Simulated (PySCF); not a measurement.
All of these have the formula C5H9ClSSi. Computed, not measured: PySCF 2.14.0, density-fitted response routines, TDDFT CAM-B3LYP/def2-SVPD, vertical, gas phase, core orbitals frozen in the response. Geometries: GFN2-xTB; one conformer of each isolated species. Triplets are in the Tamm–Dancoff approximation.

A. `[SiH3]CC(C1(CC1)Cl)=S`
B. `C#CCS[Si@H](Cl)CC`
C. `CSC1=C[Si@@](C)(Cl)C1`

Lowest singlet levels (six at most, fewer where fewer were computed) with oscillator strengths:

1. 228 nm (f 0.002); 197 nm (f 0.006); 196 nm (f 0.036); 187 nm (f 0.025); 185 nm (f 0.010); 178 nm (f 0.004); T1 4.90 eV
2. 224 nm (f 0.001); 219 nm (f 0.313); 203 nm (f 0.007); 188 nm (f 0.002); 187 nm (f 0.008); 183 nm (f 0.022); T1 3.98 eV
3. 458 nm (f 0.001); 253 nm (f 0.183); 209 nm (f 0.090); 200 nm (f 0.074); 198 nm (f 0.028); 195 nm (f 0.055); T1 2.32 eV

Task: Which spectrum belongs to which structure?

Result: 1 = B, 2 = C, 3 = A.
- A: S1 at 2.71 eV, HOMO→LUMO (98%); S1 has the pattern of n→π* at C=S; HOMO -7.80 and LUMO -1.01 eV.
- B: S1 at 5.43 eV, HOMO→LUMO (86%); Löwdin shares by element: HOMO sulfur 69%, carbon 12% or more, silicon 7%; LUMO sulfur 37%, carbon 12% or more, chlorine 10%, silicon 10% (atoms not listed hold the other 30%); HOMO -8.46 and LUMO 0.69 eV.
- C: S1 at 5.53 eV, HOMO→LUMO+1 (44%), HOMO→LUMO+2 (38%); Löwdin shares by element: HOMO carbon 45% or more, sulfur 43%; LUMO carbon 50% or more, sulfur 16%, chlorine 7% (atoms not listed hold the other 27%); HOMO -7.69 and LUMO 0.86 eV.
B and C have S1 within 0.11 eV of each other; their strongest listed levels stand at 6.31 eV (f 0.036) and 5.66 eV (f 0.313).
